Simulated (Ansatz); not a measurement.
CH6F2SiSn can be A, `F[SiH2][CH](F)[SnH3]`, or B, `[CH3][Sn]([F])([F])[SiH3]`.

Isolated molecules relaxed with PBE0-D4/def2-TZVP in Ansatz; ΔE leaves out vibrations. CCSD(T)/CBS is the MP2 limit (def2-TZVPP, def2-QZVPP) plus CCSD(T) − MP2 in def2-TZVPP, frozen cores. Functionals use def2-TZVPP. B3LYP here is the variant with VWN-RPA as its local correlation; programs differ in this. Elements past krypton have def2 core potentials. For Sn outer-core shells are correlated without core-valence functions, which leaves a few kJ/mol of doubt a bond. Each species was taken in one conformer, which may not be the lowest.

Q: Which is lower in electronic energy at CCSD(T)/CBS, and by how much? (An estimate is asked.)

A: Computed: B, by 168.7 kJ/mol.

Q: Give E(B) − E(A) in kJ/mol with PBE-D4, MP2/def2-TZVPP, B3LYP, HF/def2-TZVPP, CCSD/def2-TZVPP, B3LYP-D4, B2PLYP. (An estimate is asked.)

A: Computed: PBE-D4 -168.9, MP2/def2-TZVPP -161.0, B3LYP -164.6, HF/def2-TZVPP -148.4, CCSD/def2-TZVPP -147.9, B3LYP-D4 -160.8, B2PLYP -164.2. None reverses the order clearly.

Largest T1 diagnostic: 0.014.

The D4 term adds +3.8 kJ/mol with B3LYP and +1.8 kJ/mol with PBE0; it sums over pairs of atoms, weighted by their polarisabilities, and B3LYP, whose exchange is more repulsive, gets the larger term. From PBE to PBE0 (25 % exact exchange), in def2-TZVPP and without D4, E(B) − E(A) moves by +8.6 kJ/mol.
